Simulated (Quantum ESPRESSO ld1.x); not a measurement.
The numbers below are computed, except where a source is named.
Orbital energies (hartree) of the holmium ion Ho3+, [Xe] 4f10: non-relativistic, with first-order perturbation theory as ld1.x prints it (mass-velocity, Darwin and spin-orbit terms), and from the self-consistent Dirac equation with open shells shared by 2j + 1. Spin-unpolarised spherical Kohn-Sham, LDA (Slater exchange, Perdew-Zunger correlation), point nucleus, ld1.x of Quantum ESPRESSO 7.5.

| orbital | non-rel. | first order | Dirac |
|---|---|---|---|
| 1s1/2 | -1903.28 | -2034.27 | -2036.61 |
| 2s1/2 | -306.985 | -341.466 | -341.524 |
| 2p1/2 | -292.942 | -326.333 | -325.212 |
| 2p3/2 | -292.942 | -299.429 | -293.756 |
| 3s1/2 | -69.0568 | -77.5983 | -77.2207 |
| 3p1/2 | -62.7064 | -70.7049 | -70.0720 |
| 3p3/2 | -62.7064 | -65.1530 | -63.5051 |
| 3d3/2 | -50.8331 | -52.9138 | -51.2101 |
| 3d5/2 | -50.8331 | -51.4906 | -49.7742 |
| 4s1/2 | -14.2308 | -16.3476 | -16.2127 |
| 4p1/2 | -11.6978 | -13.5573 | -13.3744 |
| 4p3/2 | -11.6978 | -12.3221 | -11.8900 |
| 4d3/2 | -7.1418 | -7.5878 | -7.2080 |
| 4d5/2 | -7.1418 | -7.3218 | -6.9379 |
| 4f5/2 | -1.4710 | -1.5397 | -1.3220 |
| 4f7/2 | -1.4710 | -1.4976 | -1.2833 |
| 5s1/2 | -2.6511 | -3.0057 | -2.9504 |
| 5p1/2 | -1.9543 | -2.2123 | -2.1565 |
| 5p3/2 | -1.9543 | -2.0428 | -1.9516 |
| 5d3/2 (empty) | -0.9493 | -0.9828 | -0.9346 |
| 5d5/2 (empty) | -0.9493 | -0.9633 | -0.9157 |
| 6s1/2 (empty) | -0.8050 | -0.8718 | -0.8587 |

First order keeps the non-relativistic potential frozen, so it lacks the indirect effect: the contracted s and p shells screen the nucleus better and push d and f levels up in the self-consistent Dirac solution.
